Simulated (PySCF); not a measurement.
Compound: C₆H₇BrOSi.
Z-matrix (Å and degrees, PBE0-D3(BJ)/def2-SVP geometry), rows numbered from 1:
```
Si
O   1  1.6800
C   2  1.3496  1  129.04
C   3  1.3988  2  122.89  1     1.13
C   4  1.3933  3  120.38  2   179.92
C   5  1.3923  4  119.70  3     0.01
Br  6  1.8875  5  119.85  4  -179.98
C   6  1.3955  5  120.38  4     0.05
C   8  1.3894  6  119.77  5    -0.06
H   1  1.4846  2  105.03  3   179.48
H   1  1.4932  2  110.39  3    59.89
H   1  1.4932  2  110.49  3   -60.95
H   4  1.0935  3  120.40  2    -0.02
H   5  1.0913  4  120.12  3  -179.95
H   8  1.0914  6  120.02  5   179.91
H   9  1.0914  3  118.58  2     0.12
```

Level: B3LYP/def2-SVPD in PySCF, non-relativistic, on one gas-phase PBE0-D3(BJ)/def2-SVP geometry that isn't relaxed in the solvent. The solvent is an IEF-PCM continuum (Bondi radii, 1.10 Å for H, scaled by 1.2), and excitations are vertical TDDFT with non-equilibrium linear response and a frozen core. Specific hydrogen bonds and non-electrostatic terms are outside this model. Spin–orbit coupling is left out although an atom past zinc is present.

Gas-phase singlets (H = HOMO, L = LUMO):

| state | E (eV) | λ (nm) | f | leading configurations |
| --- | --- | --- | --- | --- |
| S1 | 4.766 | 260 | 0.020 | H→L 86%, H-1→L+1 13% |
| S2 | 5.117 | 242 | 0.000 | H→L+2 87%, H→L+3 10% |
| S3 | 5.416 | 229 | 0.285 | H→L+1 89%, H-1→L 9% |
| S4 | 5.486 | 226 | 0.000 | H→L+3 87%, H→L+2 11% |
| S5 | 6.002 | 207 | 0.010 | H→L+4 94% |

Question: Give the list for chloroform (ε = 4.711), n² = 2.09.

Answer: 
| state | E (eV) | λ (nm) | f | leading configurations | change by rank (eV) |
| --- | --- | --- | --- | --- | --- |
| S1 | 4.795 | 259 | 0.030 | H→L 87%, H-1→L+1 12% | +0.029 |
| S2 | 5.112 | 243 | 0.000 | H→L+2 97% | -0.005 |
| S3 | 5.390 | 230 | 0.391 | H→L+1 91% | -0.026 |
| S4 | 5.652 | 219 | 0.000 | H→L+3 96% | +0.166 |
| S5 | 6.130 | 202 | 0.018 | H→L+4 90% | +0.128 |

Question: What are the lowest 5 singlets in dimethylsulfoxide (ε = 46.83)?

Answer: 
```tsv
state	E (eV)	λ (nm)	f	leading configurations	change by rank (eV)
S1	4.811	258	0.030	H→L 87%, H-1→L+1 12%	+0.045
S2	5.119	242	0.000	H→L+2 97%	+0.002
S3	5.399	230	0.395	H→L+1 91%	-0.017
S4	5.712	217	0.001	H→L+3 97%	+0.226
S5	6.168	201	0.020	H→L+4 88%, H→L+5 10%	+0.166
```

Question: The ground-state energy changes by -0.139 eV from gas to dimethylsulfoxide. By how much does the total energy of gas-phase S1 change?

Answer: E(S1) = E(S0) + excitation energy, so it changes by -0.139 + 0.045 = -0.094 eV: it is lowered less than the ground state, which is what a blue shift means. This is the vertical state, with the slow part of the continuum still set for S0.

Question: How do the frontier levels move from gas to dimethylsulfoxide?

Answer: 
```json
{"orbital": "LUMO+2", "gas (eV)": "-0.34", "solvent (eV)": "-0.33", "change (eV)": "+0.01", "Löwdin shares, gas": "Br7 44 %, C6 16 %, Si1 11 %", "Löwdin shares, solvent": "Br7 59 %, C6 21 %"}
{"orbital": "LUMO+1", "gas (eV)": "-0.62", "solvent (eV)": "-0.59", "change (eV)": "+0.03", "Löwdin shares, gas": "C6 21 %, C3 20 %, C8 11 %, C5 10 %", "Löwdin shares, solvent": "C6 21 %, C3 20 %, C8 12 %, C5 10 %"}
{"orbital": "LUMO", "gas (eV)": "-0.93", "solvent (eV)": "-0.86", "change (eV)": "+0.07", "Löwdin shares, gas": "C5 19 %, C9 19 %, C8 18 %, C4 18 %", "Löwdin shares, solvent": "C9 19 %, C5 19 %, C8 18 %, C4 17 %"}
{"orbital": "HOMO", "gas (eV)": "-6.43", "solvent (eV)": "-6.44", "change (eV)": "-0.01", "Löwdin shares, gas": "Br7 23 %, C6 17 %, C3 14 %, O2 13 %", "Löwdin shares, solvent": "Br7 20 %, C6 18 %, O2 14 %, C3 14 %"}
{"orbital": "HOMO-1", "gas (eV)": "-7.56", "solvent (eV)": "-7.50", "change (eV)": "+0.06", "Löwdin shares, gas": "C8 22 %, C9 21 %, C4 20 %, C5 19 %", "Löwdin shares, solvent": "C8 21 %, C9 20 %, C4 20 %, C5 19 %"}
{"orbital": "HOMO-2", "gas (eV)": "-8.01", "solvent (eV)": "-8.17", "change (eV)": "-0.16", "Löwdin shares, gas": "Br7 84 %, C6 9 %", "Löwdin shares, solvent": "Br7 84 %, C6 9 %"}
{"orbital": "HOMO-3", "gas (eV)": "-8.35", "solvent (eV)": "-8.42", "change (eV)": "-0.07", "Löwdin shares, gas": "Br7 50 %, O2 13 %, C6 9 %, C4 7 %", "Löwdin shares, solvent": "Br7 48 %, O2 14 %, C6 8 %, C4 6 %"}
```

The HOMO–LUMO gap goes from 5.50 to 5.58 eV.
